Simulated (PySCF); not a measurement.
Computed with PySCF 2.14.0 with B3LYP-D3(BJ)/def2-TZVP // PBE0-D4/def2-TZVP. Isolated molecules, 0 K electronic values unless said otherwise. One relaxed conformer stands for a flexible species; it need not be the lowest. B3LYP has the VWN-RPA correlation part, as in Gaussian. Excitations are Tamm–Dancoff values on a coarser integration grid. The basis has no diffuse functions, so Rydberg states are missing or too high.

Reference species (SMILES): `[SiH3]O` (neutral, multiplicity 1).

The S1–T1 gap (TDA) comes out as 0.37 eV and the LUMO comes out as -0.24 eV. The HOMO is -8.52 eV.

Changed species: `O[SiH2][AlH2]` (X = AlH2; the reference has X = H).

Task: Predict the effect on the S1–T1 gap (TDA), LUMO and HOMO.

Result: the S1–T1 gap (TDA) rises by 0.26 eV, to 0.63 eV; the LUMO falls by 2.06 eV, to -2.30 eV; the HOMO increases by 1.47 eV, to -7.05 eV.
